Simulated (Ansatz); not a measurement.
`C[BH][GaH2]` + `C=N` → `C=[N][GaH2]` + `BC`  (cleavage of the Ga–B bond)

Calculated with Ansatz (gas phase, PBE0-D4/def2-TZVP geometries, no zero-point term in ΔE). CCSD(T)/CBS adds triple-zeta CCSD(T) − MP2 to the extrapolated MP2 energy (def2 sets, frozen cores). This one scheme is used for every species. Functionals use def2-TZVPP. For Ga outer-core shells are correlated without core-valence functions, which leaves a few kJ/mol of doubt a bond. Scalar relativity is left out up to krypton.

`C[BH][GaH2]`:

Z-matrix (Å, degrees):
```
C
B 1 1.556
H 1 1.104 2 103.4
H 1 1.094 2 113.6 3 113.2
H 1 1.091 2 117.2 3 -117.0
Ga 2 2.078 1 126.0 3 99.5
H 2 1.205 1 116.3 3 -77.0
H 6 1.579 2 122.9 1 -86.4
H 6 1.579 2 122.6 1 94.6
```

`C=N`:

```xyz
5

C    -0.265   -0.263    0.114
N     0.166    0.916    0.002
H     0.255   -1.158   -0.248
H    -1.226   -0.427    0.605
H     1.070    0.931   -0.473
```

`C=[N][GaH2]`:

```xyz
7

C     1.275    0.745   -0.209
N     0.137    0.248   -0.203
Ga   -1.299   -0.760    0.215
H     2.073    0.442    0.487
H     1.558    1.532   -0.925
H    -2.294   -0.124    1.228
H    -1.449   -2.082   -0.592
```

`BC`:

Cartesian coordinates in Å:
```
B 0.771 0.163 0.390
C -0.549 -0.171 -0.348
H 1.135 -0.490 1.327
H 1.424 1.120 0.082
H -0.863 -1.214 -0.290
H -1.307 0.403 0.215
H -0.610 0.189 -1.377
```

```
        level  ΔE (kJ/mol)
       PBE-D4        -39.3
   r2SCANh-D4        -46.6
 CAM-B3LYP-D4        -50.9
HF/def2-TZVPP        -53.2
```

Question: What does CCSD(T)/CBS give? (Estimate.)

Answer: Computed: -43.2 kJ/mol. The listed levels differ from it by 3.9, -3.4, -7.7, -10.0 kJ/mol.

Largest T1 diagnostic among the species: 0.017.

Leaving LDA and LC-ωPBE aside and taking each functional with its dispersion term where it has one, the values, not all of them listed here, spread over 13.6 kJ/mol, from B2PLYP to revPBE-D4. LDA lies −6.6 kJ/mol from PBE without D4. At CCSD(T), def2-SVP lies −11.4 kJ/mol from the extrapolated value and def2-TZVPP −1.4 kJ/mol.
